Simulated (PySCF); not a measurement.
CH5FN2Si2, SMILES N1[Si@@H](C=N[SiH2]1)F. Atoms are numbered in the order given.

```xyz
11

F     -2.0391     1.2193    -0.3141
Si    -1.0296    -0.0464    -0.6100
C     -0.5612    -0.9404     1.0258
N      0.6732    -0.8968     1.3970
Si     1.7357    -0.0196     0.2562
N      0.5884     0.4381    -1.0009
H     -1.7264    -0.8307    -1.6808
H     -1.2989    -1.4678     1.6789
H      2.3726     1.1388     0.9687
H      2.8125    -0.9411    -0.2403
H      0.8432     0.9048    -1.8734
```
Charge 0, spin multiplicity 1.

Coordinates come from a PBE-D3(BJ)/def2-SVP optimisation. The structure was generated by enumeration; whether it is a known compound was not checked.

Computed with PBE0/def2-TZVP run with PySCF.

The molecule is in vacuum.

Computed frontier levels, gap, dipole moment and polarisability:
| Quantity | Value |
|---|---|
| highest occupied level | -7.10 eV |
| lowest empty level | -1.63 eV |
| orbital gap | 5.47 eV |
| dipole moment | 2.04 D |
| quadrupole, principal values (traceless, Buckingham form, about the centre of nuclear charge) | -10.07, -0.07, 10.14 D·Å |
| mean static polarisability | 70.4 bohr³ (10.44 Å³) |
| polarisability, principal values | 55.6, 67.0, 88.6 bohr³ |
